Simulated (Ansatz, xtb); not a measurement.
**C5H3FOS: which of two isomers lies lower**

We compare X, `O=Cc1sccc1F`, a singlet, with Y, `O=Cc1ccsc1F`, a singlet. Both are isolated molecules in the gas phase, relaxed with B3LYP-D3(BJ)/def2-SVP; the shapes shown needn't be the lowest conformers.

X (Å):

```xyz
11

C    -0.8859   -1.0433    1.0745
C    -0.9841   -0.1296   -0.0579
C    -1.2893    0.9026   -2.2934
C    -0.9608    1.8455   -1.3463
C    -0.7899    1.2412   -0.0757
F    -0.4686    1.9377    1.0110
O    -1.0719   -2.2397    1.0079
S    -1.3904   -0.6956   -1.6556
H    -0.6180   -0.5409    2.0366
H    -1.4792    1.0762   -3.3519
H    -0.8447    2.9127   -1.5328
```

Y (Å):

```xyz
11

C    -2.0256   -0.3379    0.8523
C    -1.2185    0.3965   -0.1329
C    -0.5838   -0.1977   -1.2786
C     0.1067    0.7010   -2.0361
C    -0.9676    1.7499   -0.0832
F    -1.3998    2.5967    0.8367
O    -2.2365   -1.5294    0.7926
S     0.0179    2.3224   -1.3890
H    -2.4432    0.2861    1.6805
H    -0.6637   -1.2628   -1.4950
H     0.6746    0.5270   -2.9485
```

Energies in hartree; the thermal terms are from GFN2-xTB frequencies at re-optimised GFN2-xTB minima (ideal gas, soft modes damped towards free rotors, one conformer each, 298.15 K, 1 atm) and include the zero-point energy:

|  | X | Y |
| --- | --- | --- |
| E, CCSD(T)/def2-SVP | −763.684959 | −763.678661 |
| E, MP2/def2-SVP | −763.605950 | −763.598271 |
| E, MP2/def2-TZVPP | −764.465363 | −764.457039 |
| zero-point energy | 0.065716 | 0.065764 |
| H(298 K) − E | 0.073788 | 0.073857 |
| G(298 K) − E | 0.033667 | 0.033716 |

Question: Correct the CCSD(T) difference for the basis set by the MP2 change, then work out ΔE, ΔE₀, ΔH and ΔG for X → Y in kcal/mol (1 Eh = 627.51 kcal/mol) and the equilibrium ratio [Y]/[X].

Answer: 1. Differences Y − X: CCSD(T) +0.006298, MP2 in the small set +0.007679, MP2 in the large set +0.008324 Eh.
2. ΔE = +0.006298 + (+0.008324 − (+0.007679)) = +0.006943 Eh = +4.36 kcal/mol.
3. ΔE₀ = ΔE + ΔZPE = +0.006943 + (+0.000048) Eh = +4.39 kcal/mol.
4. ΔH = ΔE + (+0.000069) Eh = +4.40 kcal/mol.
5. ΔG = ΔE + (+0.000049) Eh = +4.39 kcal/mol, so ΔS = (ΔH − ΔG)/T = +0.2 J/(mol K).
6. kT = 0.9442 mEh, so K = [Y]/[X] = exp(−ΔG/kT) = exp(−7.41) ≈ 6.1 × 10^−4.

Structure X is favoured at this temperature. An error of 1 kcal/mol in ΔG would change K by a factor of 5.4. HF/STO-3G gave ΔE the other sign. Mirror images and further conformers aren't counted.

As drawn, both hold the same kinds of bond in the same numbers.

Other levels gave ΔE = +2.9 (GFN2-xTB); −0.7 (HF/STO-3G, GFN2-xTB geometries); +5.2 (r2SCAN-D4/def2-SVP, GFN2-xTB geometries); +4.7 (B3LYP-D3(BJ)/def2-SVP); +4.2 (HF/def2-SVP); +4.8 (MP2/def2-SVP); +4.0 (CCSD(T)/def2-SVP) kcal/mol. The correlated steps freeze 12 core orbitals. Programs: Ansatz 0.2.0, xtb 6.7.1.
